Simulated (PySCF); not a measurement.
C6H12. Atoms are numbered in the order given.

```xyz
18

C     -1.2612    -0.7282    -0.2279
C     -1.2612     0.7282     0.2279
C      0.0000     1.4563    -0.2279
C      1.2612     0.7282     0.2279
C      1.2612    -0.7282    -0.2279
C      0.0000    -1.4563     0.2279
H     -1.3182    -0.7611    -1.3315
H     -2.1601    -1.2471     0.1431
H     -2.1601     1.2471    -0.1431
H     -1.3182     0.7611     1.3315
H      0.0000     1.5221    -1.3315
H      0.0000     2.4943     0.1431
H      2.1601     1.2471    -0.1431
H      1.3182     0.7611     1.3315
H      2.1601    -1.2471     0.1431
H      1.3182    -0.7611    -1.3315
H      0.0000    -1.5221     1.3315
H      0.0000    -2.4943    -0.1431
```

Geometry optimised at PBE0-D3(BJ)/def2-SVP. The values are those of a single conformer.

Method: PBE0/pcSseg-1 in PySCF.

GIAO shieldings, no solvent; atoms listed in one row are averaged. δ = σ(ref) − σ: ¹³C against TMS (σ = 186.3 ppm); ¹H against TMS (σ = 31.56 ppm), references at their B3LYP-D3(BJ)/def2-TZVP geometries, non-relativistic.

Computed chemical shifts:
```tsv
nucleus	atoms	count	δ (ppm)
¹³C	C1, C2, C3, C4, C5, C6	6	30.9
¹H	H18, H12, H8, H13, H15, H9	6	1.85
¹H	H17, H11, H7, H14, H16, H10	6	1.42
```
